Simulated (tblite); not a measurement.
propylene glycol (C3H8O2), singlet, geometry from GFN2-xTB; GFN1-xTB (tblite 0.6.0).

The tblite input:
```
$ tblite run mol.xyz --method gfn1 --charge 0 --spin 0 --efield 0,0,0.1 --json tblite.json --no-restart

# file mol.xyz
13

C      1.83324331     0.13638099     0.35090210
C      0.42691443     0.30654220    -0.21207806
O     -0.28124422     1.34971891     0.43155499
C     -0.38814764    -0.99223231    -0.10847029
O     -1.67642873    -0.82208827    -0.63781928
H      2.36667096     1.08275455     0.30757844
H      1.78849069    -0.19345144     1.38820166
H      2.38133734    -0.60316406    -0.22521041
H      0.47213216     0.61355869    -1.26229834
H     -0.25594914     1.19385292     1.38370519
H      0.09000513    -1.79465989    -0.67338889
H     -0.44945832    -1.29548663     0.95090902
H     -1.96390590     0.07140544    -0.40150486
```

The log (banner, timings and long lists left out):

```
xTB calculator
 | screened Coulomb repulsion
 | Coulomb electrostatics
 |  * isotropic Klopman-Ohno-Mataga-Nishimoto electrostatics
 |  * onsite third-order electrostatics
 | DFT-D3(BJ) dispersion correction
 | Interactions (1)
 | [1] electric field

halogen bonding energy    0.0000000000000E+00 Eh
repulsion energy          1.7398283722859E-01 Eh
dispersion energy        -3.7537006985243E-03 Eh
interaction energy        0.0000000000000E+00 Eh
number of electrons       3.2000000000000E+01 e
integral cutoff           1.9731147476801E+01 bohr

------------------------------------------------------------
  cycle        total energy    energy error   density error
------------------------------------------------------------
      1     -19.91032259189  -2.0080552E+01   3.8247857E-01
      2     -20.05296098875  -1.4263840E-01   2.0773506E-01
      3     -20.06012477800  -7.1637892E-03   5.8114129E-02
      4     -20.06163277867  -1.5080007E-03   6.7876441E-03
      5     -20.06174303457  -1.1025590E-04   1.9546452E-03
      6     -20.06175205534  -9.0207749E-06   3.5739770E-04
      7     -20.06175254168  -4.8633817E-07   1.0032420E-04
      8     -20.06175255985  -1.8171729E-08   4.4211568E-05
      9     -20.06175256937  -9.5222781E-09   5.1834105E-06
------------------------------------------------------------

electronic energy        -2.0231981705905E+01 Eh
total energy             -2.0061752569375E+01 Eh

Post processing:
 | Mayer-Wiberg bond orders

[Info] JSON dump of results written to 'tblite.json'
```
